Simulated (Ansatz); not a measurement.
Reaction (atomization): `[GeH3][GeH3]` → 2 Ge• + 6 H•

Program: Ansatz. Geometries: PBE0-D4/def2-TZVP. ΔE: electronic, gas phase. CBS: MP2 limit from def2 TZ/QZ plus the TZ coupled-cluster correction, frozen cores. This one scheme is used for every species, atoms too. Functionals use def2-TZVPP. No spin–orbit coupling; open shells (•) take unrestricted orbitals. Spin–orbit coupling would lower the free atoms: clearly for Ge. Bonds to Ge are less sure, by a few kJ/mol each and by 10 to 20 or more in all where they break to atoms, as the def2 sets lack core-valence functions. Scalar relativity is left out up to krypton.

| level | ΔE (eV) | difference from CCSD(T)/CBS |
| --- | --- | --- |
| revPBE-D4 | 20.34 | -0.96 |
| BLYP-D4 | 20.65 | -0.65 |
| r2SCAN0-D4 | 21.05 | -0.25 |
| ωB97X-V | 21.34 | 0.04 |
| ωB97M-V | 20.91 | -0.39 |
| HF/def2-SVP | 15.72 | -5.58 |
| MP2/def2-TZVPP | 20.45 | -0.85 |
| CCSD/def2-QZVPP | 21.06 | -0.24 |
| CCSD(T)/def2-QZVPP | 21.24 | -0.06 |
| HF/CBS(def2) | 15.74 | -5.56 |
| CCSD(T)/CBS | 21.30 | 0 |

Largest T1 diagnostic among the species: 0.012.

In def2-TZVPP, CCSD(T) changes the Hartree–Fock value by +5.29 eV (the triples alone add +0.16 eV) and MP2 by +4.71 eV; breaking electron pairs costs correlation energy, which Hartree–Fock lacks. The D4 term adds +0.21 eV with B3LYP and +0.11 eV with PBE0; it sums over pairs of atoms, weighted by their polarisabilities, and B3LYP, whose exchange is more repulsive, gets the larger term.

B3LYP here is the variant with VWN-RPA as its local correlation; programs differ in this.

For atomizations the MP2-based limit and the directly extrapolated one differ by several kJ/mol either way, and by 10 to 25 for some Ge, Se and Sn compounds, so smaller differences from it don't rank the levels.
